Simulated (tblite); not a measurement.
Run record: tight-binding relaxation, `C#[C][GeH2][BH]NC1CC1`.

Computed with GFN2-xTB geometry optimisation, gas phase (tblite 0.8.0). Start geometry: from a force field or distance geometry. The command runs a driver script over a list of jobs; the input below is this job's line of settings and its coordinates in Å.

Command:
```bash
OMP_NUM_THREADS=1 python probes_run.py task.json out
```

Input:
```
{"job": {"kind": "relax", "xc": "GFN2-xTB", "basis": "xTB"}, "charge": 0, "multiplicity": 1}
C      1.911700     1.951600     1.789400
C      2.150000     0.988400     1.112000
Ge     2.555400    -0.545100     0.074100
B      0.820500    -1.438700    -0.458700
N     -0.216500    -0.687400    -1.263000
C     -1.457500    -0.606200    -0.501600
C     -2.382200     0.487400    -1.006800
C     -1.599500     0.690400     0.291600
H      1.686000     2.803400     2.378200
H      3.414000    -1.526300     0.896100
H      3.305200    -0.110300    -1.209100
H      0.614900    -2.564700    -0.112200
H     -0.416100    -1.260600    -2.110200
H     -1.944200    -1.534600    -0.138700
H     -3.466100     0.285000    -0.847600
H     -2.006400     1.087800    -1.844400
H     -0.759300     1.404600     0.203800
H     -2.218600     0.581600     1.208700
```

Output:
```
step      E/eV     max force
  0    -591.50579    1.936
  1    -591.68263    1.024
  2    -591.77032    3.283
  3    -591.80207    2.725
  4    -591.85651    0.711
  5    -591.87712    0.346
  6    -591.91442    0.992
  7    -591.93020    0.592
  8    -591.93623    0.161
  9    -591.94054    0.258
... (197 lines left out)
207    -593.31305    0.022
208    -593.31314    0.020
209    -593.31322    0.020
210    -593.31330    0.021
211    -593.31340    0.022
212    -593.31348    0.024
213    -593.31354    0.018
214    -593.31358    0.013
215    -593.31360    0.011
216    -593.31362    0.009
```

«max force» is the largest atomic force in eV/Å.

**Question.** From which step on does the largest force stay under 0.1 eV/Å, and how much energy is left to gain from there?

**Answer.** From step 162 (0.061 eV/Å), 6.7 meV above the end.

Main results: energy lowered by 41.7 kcal/mol over 216 steps; largest atomic force 0.009 eV/Å at the end.

**Question.** Give the final coordinates.

**Answer.** 1.136 Å rms from the input after alignment:
```
atom  x, y, z in Å
C1     2.5639    2.1198    0.8815
C2     2.6672    0.9582    0.5835
Ge3    2.6706   -0.8896    0.0896
B4     0.7863   -1.4519   -0.3524
N5    -0.1740   -0.4759   -0.2424
C6    -1.5733   -0.5738   -0.4851
C7    -2.3096    0.5977   -1.0686
C8    -2.5313    0.2104    0.3648
H9     2.5118    3.1389    1.1452
H10    3.3799   -1.5477    1.2492
H11    3.7308   -0.9510   -0.9838
H12    0.4677   -2.5281   -0.6869
H13    0.0942    0.4588    0.0467
H14   -1.8636   -1.5684   -0.7982
H15   -3.0947    0.4077   -1.7835
H16   -1.7471    1.4977   -1.2677
H17   -2.1182    0.8495    1.1308
H18   -3.4693   -0.2461    0.6388
```

Time: 5.2 s wall. Hardware: one thread of an Intel Xeon at 2.50 GHz, shared host.
Labels such as C1 count atoms from 1, the log's own numbers from 0.
